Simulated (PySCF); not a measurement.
## Spinor energies of Ag(18+) (silver, charge +18)

Start: [Ar] 3d10 4s1; 4s1/2 filled at m_j = +1/2. Calculated with PySCF 2.14 in an even-tempered Gaussian basis (18 s from 1 bohr⁻², ratio 2.8; 13 p from 1.4 bohr⁻², ratio 2.8; 8 d from 2.4 bohr⁻², ratio 2.8; 4 f from 6.2 bohr⁻², ratio 3): generalised Hartree-Fock with the X2C-1e Hamiltonian and a Gaussian nucleus; one run each with spin-orbit coupling (SO) switched off, then screened by Boettger's factors.

| spinor shell | electrons | ε, spin-free (eV) | ε, screened SO (eV) | weight of nominal j (screened SO) | rms radius, screened SO (bohr) |
| --- | --- | --- | --- | --- | --- |
| 1s1/2 | 2 | -26138.7 | -26137.1 | 1.000 | 0.0357 |
| 2s1/2 | 2 | -4343.8 | -4343.3 | 1.000 | 0.146 |
| 2p1/2 | 2 | -3940.2 | -4062.0 | 1.000 | 0.127 |
| 2p3/2 | 4 | -3940.2 | -3884.2 | 1.000 | 0.131 |
| 3s1/2 | 2 | -1202.7 | -1202.5 | 1.000 | 0.388 |
| 3p1/2 | 2 | -1066.0 | -1088.9 | 1.000 | 0.382 |
| 3p3/2 | 4 | -1066.0 | -1055.5 | 1.000 | 0.392 |
| 3d3/2 | 4 | -854.95 | -858.92 | 0.998 | 0.365 |
| 3d5/2 | 6 | -854.95 | -852.23 | 0.999 | 0.367 |
| 4s1/2 | 1 | -497.92 | -497.90 | 1.000 | 0.854 |

```json
{"quantity": "E (hartree)", "spin-free": "-5184.13169", "screened SO": "-5185.09865"}
{"quantity": "M_J", "spin-free": "1/2", "screened SO": "1/2"}
{"quantity": "⟨J²⟩", "spin-free": "0.750", "screened SO": "0.750"}
{"quantity": "⟨L²⟩", "spin-free": "0.000", "screened SO": "0.009"}
{"quantity": "⟨S²⟩", "spin-free": "0.750", "screened SO": "0.759"}
```

Each row is a mean over spinors that exchange with the open shell spreads, by up to 2.785 eV (3s1/2).

Breit and QED terms are absent; they matter most for the inner s and p1/2 levels.

Densities and radii are taken from the X2C orbitals without a picture-change correction, which distorts them close to the nucleus.

Without spin-orbit coupling the j labels of p, d and f shells carry no meaning; the spin-free column gives the mean over the occupied spinors of each nl shell.
